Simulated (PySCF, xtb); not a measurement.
C3H11BSi, SMILES B(C[SiH3])(C)C.

GFN2-xTB (xtb) at its own geometry gives an orbital gap of 4.69 eV and a dipole moment of 0.24 D.

Coordinates come from a PBE0-D3(BJ)/def2-SVP optimisation. This is a generated structure with no PubChem entry under its InChIKey; it may be hypothetical. Other conformers were not sampled.

What does PBE/def2-TZVP run with PySCF give? (Estimate from the structure and the level; the computed values follow.)

gap 5.69 eV (levels -7.09 and -1.40 eV), dipole 0.71 D.
